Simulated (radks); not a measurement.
The carbon anion C4-, [Ne], held by a Watson sphere: a shell of charge +4 at radius R that stands for the Madelung well of a crystal (potential energy -4/R inside, -4/r outside, in hartree with lengths in bohr). Calculated with a radial shooting solver on a logarithmic mesh with Libxc functionals: non-relativistic Kohn-Sham, PBEsol, spin-polarised, spherical densities, point nucleus. Response by self-consistent Sternheimer equations with the Hartree and adiabatic LDA kernel. The sphere does not respond.

R (bohr)  e(1s) (eV)  e(2s) (eV)  e(2p) (eV)  <r> 2p (bohr)  sum of <r^2> (bohr^2)  X-ray form factor at sin(theta)/lambda = 0.2 1/angstrom  alpha (bohr^3)
1.69         -263.39     -17.596      -8.680          1.796                  30.22                                                    4.845           16.88
2.1          -264.67     -15.469      -7.310          2.035                  38.19                                                    4.253           27.52
2.25         -265.13     -14.794      -6.877          2.121                  41.29                                                    4.081           32.63
2.36         -265.44     -14.336      -6.580          2.184                  43.63                                                    3.970           36.89
2.93         -266.65     -12.443      -5.301          2.513                  56.69                                                    3.573           67.78
3.22         -267.03     -11.754      -4.796          2.683                  64.03                                                    3.468           90.81
